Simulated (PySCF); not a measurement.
## Calculated data, GeH4NOSi, BClGeH3O, CH4BGeO, BGeH5Si and others

Calculation on a computer-drawn molecule: optimised geometry and harmonic frequencies of an isolated molecule of the commonest isotopes, restricted reference for singlets and unrestricted otherwise, frozen core in MP2; on germanium a core potential holds 10 electrons, which the energies leave out, and 3d is frozen in MP2 and coupled-cluster steps. Program: PySCF 2.14.0.

Common to all runs: multiplicity 1; method HF; basis and core potential on germanium cc-pVDZ-PP ECP10MDF.

```yaml
- entry: 1
  formula: GeH4NOSi
  start_structure:
    atoms_angstrom:
      - ["N", 2.7442, 0.3759, -0.5811]
      - [Ge, 1.4052, -0.2812, 0.1875]
      - [O, 0.9041, -1.6933, -0.6208]
      - [Si, -0.0775, -0.0013, 2.1745]
      - [H, 3.2535, 1.2007, -0.1883]
      - [H, 0.2083, -2.2936, -0.4674]
      - [H, -1.2277, -0.7107, 2.7371]
      - [H, 0.1954, 1.183, 3.0311]
  given:
    charge: 1
    basis: "cc-pV(D+d)Z"
    drawn_bonds_atom: [1, 2, 2, 1, 3, 4, 4]
    drawn_bonds_other_atom: [2, 3, 4, 5, 6, 7, 8]
    drawn_bonds_order: [2, 1, 1, 1, 1, 1, 1]
  results:
    optimised_atom_element: ["N", Ge, O, Si, H, H, H, H]
    "optimised_atom_x [angstrom]": [2.634, 1.347, 0.4814, 0.02004, 2.992, 0.7569, -1.236, 0.4109]
    "optimised_atom_y [angstrom]": [0.3403, -0.3831, -1.823, 0.1447, 1.185, -2.31, -0.5502, 1.176]
    "optimised_atom_z [angstrom]": [-0.5447, 0.2139, -0.1911, 2.204, -0.1213, -0.9634, 2.504, 3.172]
    "modes_frequency [cm^-1]": [22.59, 108.8, 136.6, 234.3, 312.4, 416.8, 495.1, 596.1, 646.6, 800.2, 857.2, 964.5, 1017, 1029, 2391, 2432, 3759, 4066]
    "modes_reduced_mass [dalton]": [1.077, 4.228, 10.08, 4.777, 10.03, 1.115, 1.153, 1.099, 1.14, 10.78, 1.509, 1.144, 1.09, 3.233, 1.029, 1.057, 1.077, 1.067]
    "rotational_constants [GHz]": [6.522, 2.67, 1.896]
    "total_energy [hartree]": -713.6063
    "convergence_status_largest_gradient_component [hartree/bohr]": 4.709e-05
- entry: 2
  formula: BClGeH3O
  start_structure:
    atoms_angstrom:
      - [O, 0.1728, -2.5065, 0.3185]
      - [Ge, 0.1952, -0.8493, 0.8655]
      - [B, -0.5622, -0.0247, -0.9544]
      - [Cl, -1.2033, 0.1785, -2.3248]
      - [H, 0.5328, -3.1508, 0.8117]
      - [H, 1.5795, -0.2586, 1.0857]
      - [H, -0.7426, -0.5575, 2.0226]
  given:
    charge: 1
    basis: "cc-pV(D+d)Z"
    drawn_bonds_atom: [1, 2, 3, 1, 2, 2]
    drawn_bonds_other_atom: [2, 3, 4, 5, 6, 7]
    drawn_bonds_order: [1, 1, 1, 1, 1, 1]
  results:
    optimised_atom_element: [O, Ge, B, Cl, H, H, H]
    "optimised_atom_x [angstrom]": [0.2195, 0.2292, -0.598, -1.221, 0.5352, 1.599, -0.792]
    "optimised_atom_y [angstrom]": [-2.524, -0.8654, -0.1294, 0.3461, -3.217, -0.2344, -0.545]
    "optimised_atom_z [angstrom]": [0.3336, 0.9029, -0.9475, -2.367, 0.9026, 1.027, 1.973]
    "modes_frequency [cm^-1]": [95.27, 125.6, 212.1, 277.8, 334.0, 572.1, 679.4, 769.8, 816.6, 930.3, 935.7, 1246, 2325, 2329, 4112]
    "modes_reduced_mass [dalton]": [6.897, 1.103, 3.69, 27.13, 10.0, 1.305, 1.092, 5.11, 1.189, 1.073, 1.072, 12.36, 1.014, 1.027, 1.068]
    "rotational_constants [GHz]": [10.33, 1.301, 1.173]
    "total_energy [hartree]": -853.9279
    "convergence_status_largest_gradient_component [hartree/bohr]": 1.237e-05
- entry: 3
  formula: CH4BGeO
  start_structure:
    atoms_angstrom:
      - [C, -1.4021, 0.7833, -2.6415]
      - [Ge, -0.1377, 2.0345, -2.1795]
      - [B, 0.0034, 2.6608, -0.3876]
      - [O, 0.085, 3.0455, 0.8035]
      - [H, -1.4888, 0.388, -3.6037]
      - [H, -2.0696, 0.4431, -1.9561]
      - [H, 0.9017, 2.6323, -3.1481]
      - [H, 0.1064, 3.2919, 1.6833]
  given:
    charge: 1
    basis: cc-pVDZ
    drawn_bonds_atom: [1, 2, 3, 1, 1, 2, 4]
    drawn_bonds_other_atom: [2, 3, 4, 5, 6, 7, 8]
    drawn_bonds_order: [2, 1, 1, 1, 1, 1, 1]
  results:
    optimised_atom_element: [C, Ge, B, O, H, H, H, H]
    "optimised_atom_x [angstrom]": [-1.412, -0.05417, -0.03443, -0.1004, -1.602, -2.108, 1.074, 0.2352]
    "optimised_atom_y [angstrom]": [0.9179, 2.015, 2.684, 3.122, 0.4464, 0.6975, 2.52, 2.876]
    "optimised_atom_z [angstrom]": [-2.579, -2.34, -0.3969, 0.7639, -3.535, -1.78, -3.186, 1.623]
    "modes_frequency [cm^-1]": [123.9, 169.3, 247.3, 289.9, 374.9, 381.2, 526.7, 689.7, 706.1, 850.5, 901.4, 917.4, 1505, 1790, 2377, 3319, 3435, 4035]
    "modes_reduced_mass [dalton]": [3.549, 1.183, 1.105, 2.986, 5.155, 8.715, 1.369, 1.125, 1.11, 1.396, 2.946, 1.209, 1.165, 9.119, 1.021, 1.055, 1.118, 1.072]
    "rotational_constants [GHz]": [13.89, 2.45, 2.089]
    "total_energy [hartree]": -432.8353
    "convergence_status_largest_gradient_component [hartree/bohr]": 1.039e-05
- entry: 4
  formula: BGeH5Si
  start_structure:
    atoms_angstrom:
      - [B, 1.358, 2.3751, 0.0983]
      - [Si, 0.2211, 1.8567, -1.3398]
      - [Ge, -0.9751, -0.1574, -0.9885]
      - [H, 2.5003, 2.1062, 0.1156]
      - [H, 0.9502, 3.1575, 0.8763]
      - [H, -2.436, 0.1213, -1.1556]
      - [H, -0.9757, -1.093, 0.214]
      - [H, -0.7174, -1.109, -2.1151]
  given:
    charge: 0
    basis: "cc-pV(D+d)Z"
    drawn_bonds_atom: [1, 2, 1, 1, 3, 3, 3]
    drawn_bonds_other_atom: [2, 3, 4, 5, 6, 7, 8]
    drawn_bonds_order: [1, 1, 1, 1, 1, 1, 1]
  results:
    optimised_atom_element: [B, Si, Ge, H, H, H, H, H]
    "optimised_atom_x [angstrom]": [1.13, 0.1906, -0.8649, 2.196, 0.644, -2.385, -0.4728, -0.5129]
    "optimised_atom_y [angstrom]": [2.151, 2.125, 0.02093, 1.609, 2.685, 0.232, -0.4894, -1.076]
    "optimised_atom_z [angstrom]": [-0.01412, -1.758, -0.9926, 0.1275, 0.949, -1.002, 0.4028, -2.007]
    "modes_frequency [cm^-1]": [56.6, 93.63, 320.6, 357.7, 379.1, 487.9, 517.1, 659.0, 875.5, 930.9, 958.0, 970.3, 1217, 2187, 2201, 2207, 2643, 2720]
    "modes_reduced_mass [dalton]": [1.11, 3.423, 26.83, 1.116, 1.053, 1.098, 1.106, 4.272, 1.055, 1.29, 1.047, 1.019, 1.161, 1.023, 1.024, 1.012, 1.053, 1.121]
    "rotational_constants [GHz]": [11.16, 2.786, 2.338]
    "total_energy [hartree]": -609.8197
    "convergence_status_largest_gradient_component [hartree/bohr]": 3.02e-05
- entry: 5
  formula: GeH3NOSi
  start_structure:
    atoms_angstrom:
      - ["N", -1.7972, 2.3072, 0.7915]
      - [Si, -1.1339, 0.9853, 0.1671]
      - [Ge, -1.2094, -0.0246, -2.1046]
      - [O, -0.1685, -1.3322, -1.9035]
      - [H, -2.388, 2.9647, 0.2928]
      - [H, -0.346, 0.3339, 1.2739]
      - [H, 0.2861, -1.75, -1.1855]
  given:
    charge: 0
    basis: "cc-pV(D+d)Z"
    drawn_bonds_atom: [1, 2, 3, 1, 2, 4]
    drawn_bonds_other_atom: [2, 3, 4, 5, 6, 7]
    drawn_bonds_order: [2, 1, 1, 1, 1, 1]
  results:
    "total_energy [hartree]": null
    "rotational_constants [GHz]": null
```

**Q.** What total energy does the calculation give for GeH3NOSi (entry 5)?
**A.** -713.3405 hartree

**Q.** Estimate the rotational constants of GeH3NOSi (entry 5).
**A.** 9.672, 1.73, 1.467 GHz

**Q.** Give the table of modes values for GeH3NOSi (entry 5).
**A.** 
Modes:
| frequency (cm⁻¹) | reduced mass (dalton) |
| --- | --- |
| 57.4 | 3.731 |
| 98.07 | 5.239 |
| 213.4 | 8.025 |
| 346.3 | 6.862 |
| 368.1 | 1.409 |
| 507.5 | 1.129 |
| 697.4 | 1.256 |
| 726.3 | 8.014 |
| 841.7 | 1.071 |
| 882 | 1.104 |
| 901.3 | 1.16 |
| 1181 | 7.581 |
| 2256 | 1.043 |
| 3799 | 1.078 |
| 4136 | 1.068 |

Further results for GeH3NOSi (entry 5):

```
convergence status largest gradient component : 2.202e-05 hartree/bohr
```

Optimised structure:
```xyz
7
GeH3NOSi
N     -1.7896     2.2813     0.7953
Si    -1.1058     0.9807     0.1976
Ge    -1.2287     0.0475    -2.1598
O     -0.1849    -1.3643    -1.8620
H     -2.3677     2.8686     0.2187
H     -0.2742     0.1943     1.1504
H      0.1940    -1.5238    -1.0084
```
